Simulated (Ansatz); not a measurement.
B$_{2}$F$_{2}$H$_{4}$S$_{2}$, SMILES `F[B@H-]1[SH+][B@@H-](F)[SH+]1`, relaxed with RKS PBE-D4/def2-SVP in the Gaussian-basis code of Ansatz from a rough embedded geometry. The force threshold is 0.03 eV/Å; the program also tests the step.

Charge 0, multiplicity 1.

Start:

```xyz
10

F    -0.484    1.274    1.988
B    -0.743    0.372    0.923
S    -0.312    1.197   -0.650
B     1.018   -0.109   -0.742
F     2.305    0.392   -0.653
S     0.524   -0.989    0.892
H    -1.834   -0.029    0.897
H    -1.229    0.996   -1.608
H     0.851   -0.906   -1.654
H    -0.096   -2.197    0.605
```

| step | energy (eV) | largest force (eV/Å) | largest move (Å) |
| --- | --- | --- | --- |
| 1 | -28497.0375 | 3.107 | 0.000 |
| 2 | -28497.6730 | 1.527 | 0.136 |
| 3 | -28497.9388 | 0.691 | 0.121 |
| 4 | -28497.9680 | 0.151 | 0.062 |
| 5 | -28497.9710 | 0.067 | 0.032 |
| 6 | -28497.9718 | 0.021 | 0.021 |
| 7 (rejected) | -28497.9709 | 0.241 | 0.129 |
| 8 | -28497.9733 | 0.040 | 0.063 |
| 9 | -28497.9736 | 0.148 | 0.077 |
| 10 | -28497.9746 | 0.080 | 0.004 |
| 11 | -28497.9757 | 0.006 | 0.033 |
| 12 | -28497.9764 | 0.015 | 0.068 |
| 13 (rejected) | -28497.9762 | 0.052 | 0.077 |
| 14 | -28497.9766 | 0.011 | 0.034 |

End:

```xyz
10

F    -0.955    1.139    2.097
B    -0.848    0.381    0.975
S    -0.090    1.460   -0.568
B     1.045   -0.203   -0.826
F     2.345    0.119   -1.044
S     0.759   -0.854    1.075
H    -1.821   -0.247    0.594
H    -1.052    1.191   -1.492
H     0.488   -0.960   -1.603
H     0.128   -2.026    0.792
```

It took 20 s on 4 threads of a server CPU on a shared host, with 0.17 GiB of host memory at the peak.
